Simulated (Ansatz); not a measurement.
H4NSi (SMILES [NH][SiH3]) moved off its minimum; all values from Ansatz (a program for electronic structure), cores frozen in correlated methods. Open shells are unrestricted.
(charge 0, multiplicity 2)
```xyz
6

N      1.17566    -0.51097    -0.21621
Si    -0.52097     0.03056     0.05921
H      1.94813     0.12666     0.13982
H     -0.69238     0.02313     1.51342
H     -1.44599    -0.64932    -0.61948
H     -0.57802     1.57692    -0.27329
```

Forces at r2SCAN/def2-TZVPP (eV/Å):

```tsv
atom	Fx	Fy	Fz
N1	0.046	0.588	0.241
Si2	4.188	3.697	1.508
H3	-1.431	-0.731	-0.383
H4	-0.291	-0.277	0.435
H5	-2.344	-2.015	-1.849
H6	-0.167	-1.261	0.049
```

Task: Give the forces (eV/Å), the total energy and the dipole at CCSD(T)/cc-pV(T+d)Z.

Result: 
```tsv
atom	Fx	Fy	Fz
N1	0.250	0.481	0.180
Si2	3.964	3.897	1.651
H3	-1.456	-0.718	-0.387
H4	-0.303	-0.312	0.353
H5	-2.287	-1.998	-1.832
H6	-0.169	-1.351	0.034
```
Energy -346.0470 hartree, dipole 0.84 D.
